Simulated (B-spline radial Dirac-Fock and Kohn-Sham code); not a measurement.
# Dipole and non-dipole photoemission parameters of Ge⁴⁺ 2s

System: germanium as Ge⁴⁺ in the configuration [Ar] 3d10; threshold 1453.5 eV (orbital energy of the model). Model: Dirac-Hartree-Slater photoionisation with a Latter tail; cross sections with all multipoles, angular parameters from the dipole term and its interference with E2. Program: a B-spline atomic structure program.

Input file task.json (cfg lists n, l and occupation; rrms is the nuclear radius in fm):

```json
{"items": [{
  "Z": 32,
  "q": 4,
  "cfg": [[1, 0, 2], [2, 0, 2], [2, 1, 6], [3, 0, 2], [3, 1, 6], [3, 2, 10]],
  "A": 74,
  "rrms": 4.0742,
  "do": "xps",
  "hv": [59.8, 60, 101.0, 106.0, 126.0, 132.0, 222.0, 240.0, 268.0, 292.0, 300, 340.0, 400, 444.0, 462.0, 662.0, 858.0, 918.0, 1060.0, 1070.0, 1720.0, 2000, 2610.0, 2984.4, 4000, 5414.7, 5850.0, 6500.0, 7850.0, 8047.8]
}]}
```

Command: `python xray2_run.py task.json out`

For linearly polarised light dσ/dΩ = σ/(4π) [1 + β P₂(cos θ) + (δ + γ cos²θ) sin θ cos φ], with θ from the polarisation vector and φ the angle between the beam and the projection of the electron momentum on the plane normal to the polarisation.

| hν (eV) | σ (kb) | β | γ |
| --- | --- | --- | --- |
| 1720 | 68.7 | 1.999 | 0.328 |
| 2000 | 54.1 | 1.999 | 0.068 |
| 2610 | 34.1 | 1.999 | -0.069 |
| 2984.4 | 26.6 | 1.999 | -0.050 |
| 4000 | 15.0 | 1.999 | 0.112 |
| 5414.7 | 7.99 | 1.999 | 0.394 |
| 5850 | 6.76 | 1.999 | 0.479 |
| 6500 | 5.37 | 1.999 | 0.604 |
| 7850 | ? | ? | ? |
| 8047.8 | 3.31 | 1.999 | 0.886 |

Problem. Give the values at 7850 eV.

Solution. σ = 3.50 kb, β = 1.999, γ = 0.851. For an s subshell δ is negligible.

Values without a named source are computed, but for edge energies of neutral atoms, which are taken from tables.
